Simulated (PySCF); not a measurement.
C6H6F2.
Z-matrix (Å and degrees, GFN2-xTB geometry), rows numbered from 1:
```
C 
C   1  1.3316
C   2  1.4420  1  123.05
F   3  1.3519  2  115.20  1    -0.20
C   3  1.3518  2  127.38  1   179.76
F   5  1.3519  3  117.41  2  -179.91
C   5  1.4421  3  127.41  2     0.12
C   7  1.3316  5  123.03  3   180.00
H   1  1.0751  2  121.54  3  -179.98
H   1  1.0768  2  121.45  3     0.01
H   2  1.0786  1  120.91  3   179.96
H   7  1.0786  5  116.08  3     0.03
H   8  1.0768  7  121.45  5     0.04
H   8  1.0751  7  121.53  5  -179.95
```

The geometry is computed with GFN2-xTB (gas phase).

Masses are those of the commonest isotopes; rigid-rotor values at the optimised geometry. The values belong to one conformer with, in the numbering `[CH2:1]=[CH:2]/[C:3]([F:4])=[C:5](/[F:6])[CH:7]=[CH2:8]`, C1–C2–C3–F4 0°, C3–C5–C7–C8 180°.

(1) What are A, B and C (GHz)?

(2) What kind of rotor is it?

(3) What does the inertial defect say?

(4) Give the coordinates in the principal-axis frame, origin at the centre of mass.

(5) Estimate the classical rotational partition function at 50 K, 100 K and 200 K.

## Answers

(1) Ia = 126.79, Ib = 381.82, Ic = 508.61 u·Å²; 505379 MHz·u·Å²/I gives 3986, 1324 and 993.6 MHz, that is A = 3.9860, B = 1.3236, C = 0.9936 GHz.

(2) An asymmetric top; Ray's κ = -0.779.

(3) Planar: Δ = Ic − Ia − Ib = 0.00 u·Å². For a rigid frame Δ = −2 Σ m c², so it vanishes when all atoms lie in the ab plane; here none is more than 0.01 Å from it.

(4) The sense of each axis is arbitrary; atoms in the order of the calculation.
```tsv
atom	mass (u)	a (Å)	b (Å)	c (Å)
C1	12.000	-2.879	-0.913	0.002
C2	12.000	-1.552	-1.014	-0.001
C3	12.000	-0.676	0.132	-0.001
F4	18.998	-1.298	1.332	-0.002
C5	12.000	0.676	0.131	0.000
F6	18.998	1.298	1.331	0.002
C7	12.000	1.552	-1.014	-0.001
C8	12.000	2.879	-0.913	0.000
H9	1.008	-3.510	-1.784	0.003
H10	1.008	-3.370	0.045	0.005
H11	1.008	-1.069	-1.979	-0.003
H12	1.008	1.070	-1.979	-0.003
H13	1.008	3.370	0.046	0.003
H14	1.008	3.510	-1.784	-0.001
```

(5) Point group C2v, symmetry number σ = 2; q = (√π/σ)·√((kT/h)³/(ABC)), k/h = 20836.6 MHz/K: 13000 at 50 K, 36800 at 100 K, 104000 at 200 K.

Stationary, but not proved a minimum. Constants of a rigid frame at the computed geometry: no zero-point averaging, no centrifugal distortion.
